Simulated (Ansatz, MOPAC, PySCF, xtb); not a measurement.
Complex: N2 (SMILES N#N) (first 2 atoms) with CH3F (SMILES CF); geometry from B3LYP-D3(BJ)/def2-TZVP, rigid monomers moved along the line of their centres of mass till N1···F4 is 2.83 Å.
(charge 0, multiplicity 1):
```xyz
7

N     -0.43196     0.02127    -0.04456
N      0.49951     0.05338    -0.61087
C     -0.40955    -0.51961     3.12274
F      0.80764    -0.49326     2.45031
H     -1.20925    -0.33543     2.40493
H     -0.53413    -1.50058     3.58295
H     -0.40345     0.25715     3.88841
```

Counterpoise-corrected where a basis set is named; no monomer relaxation. Rows marked so take none.

Correlated levels freeze the cores. CBS: X⁻³ extrapolation of the correlation energy, Hartree–Fock from the larger set. Rows in 6-31G* carry no dispersion term and start afresh at each structure (6-31G* with six Cartesian d functions). The state reached by AM1 isn't checked.

The values were computed with Ansatz (Gaussian orbitals); MOPAC for AM1 (differences of heats of formation); PySCF for 6-31G* rows, the dispersion terms; xtb for the GFN methods. Each number belongs to the level named beside it.

```csv
level,interaction energy (kJ/mol)
GFN-FF,-0.9
AM1,0.1
HF/aug-cc-pVDZ,5.9
r2SCAN/def2-TZVPPD,-0.6
r2SCAN-D3(BJ)/def2-TZVPPD,-1.6
B3LYP/6-31G* (no counterpoise),?
MP2/aug-cc-pVTZ,-2.1
"MP2/CBS(aug-cc-pVDZ, aug-cc-pVTZ)",?
"MP2/CBS(aug-cc-pVDZ, aug-cc-pVTZ) + ΔCCSD(T)/aug-cc-pVDZ",-1.9
```

Problem. Fill in the missing entries.

Solution. 
- B3LYP/6-31G* (no counterpoise), interaction energy (kJ/mol): -3.7
- MP2/CBS(aug-cc-pVDZ, aug-cc-pVTZ), interaction energy (kJ/mol): -2.6

Ansatz is a program for electronic structure.
